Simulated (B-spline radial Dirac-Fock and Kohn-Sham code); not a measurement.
# What relativity does to the binding energies of Ho¹⁸⁺

System: Ho¹⁸⁺, 1s2 2s2 2p6 3s2 3p6 3d10 4s2 4p6 4d10 4f3.

Both columns are ΔSCF binding energies of the configuration average from an atomic code on a B-spline grid: non-relativistic Hartree-Fock with a point nucleus, and Dirac-Fock with a finite nucleus and the Coulomb interaction alone, averaged over the two j levels with weights 2j+1.

```tsv
shell	Hartree-Fock (eV)	Dirac-Fock (eV)	shift (eV)	shift (%)
1s	52682.9	56335.4	+3652.48	+6.93
2s	8952.4	9901.5	+949.02	+10.60
2p	8539.7	8846.8	+307.08	+3.60
3s	2386.9	2614.7	+227.84	+9.55
3p	2200.6	2283.0	+82.46	+3.75
3d	1857.3	1842.7	-14.59	-0.79
4s	823.4	883.5	+60.08	+7.30
4p	745.5	767.3	+21.79	+2.92
4d	604.2	602.0	-2.19	-0.36
4f	438.4	432.3	-6.08	-1.39
```

Relativity binds 1s, 2s, 2p, 3s, 3p, 4s, 4p more strongly, among those listed most of all 2s in relative terms, and 3d, 4d, 4f more weakly, because the contracted s and p shells screen the nucleus better.

Values without a named source are computed, but for edge energies of neutral atoms, which are taken from tables.
